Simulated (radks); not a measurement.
Values are calculated unless marked as measured or tabulated.
Problem. Ionisation of Dy, [Xe] 4f10 6s2, to Dy+, [Xe] 4f10 6s1, under several functionals. Scalar-relativistic Kohn-Sham, spin-polarised, spherical densities, point nucleus; open shells are filled with parallel spins first (spin-orbit coupling, left out, can overturn this in heavy ions); a radial shooting solver on a logarithmic mesh with Libxc functionals. The NIST Atomic Spectra Database gives 5.939 eV (measured). Rank these functionals by the error of their Delta-SCF ionisation energy: PW91; PBEsol; LDA (Slater exchange, Perdew-Wang correlation); exchange-only PBE; LDA (Slater exchange, VWN5 correlation); SOGGA; PBE; revPBE.

Solution. From best to worst: PBEsol 5.939 eV (0.000); PBE 5.967 eV (+0.028); PW91 5.997 eV (+0.058); revPBE 5.879 eV (-0.060); SOGGA 5.823 eV (-0.117); LDA (Slater exchange, VWN5 correlation) 6.176 eV (+0.237); LDA (Slater exchange, Perdew-Wang correlation) 6.183 eV (+0.244); exchange-only PBE 5.367 eV (-0.572). Open shells are spherical and high-spin; term and fine-structure splittings are not resolved. Spin-orbit splitting is averaged out at the scalar-relativistic level.
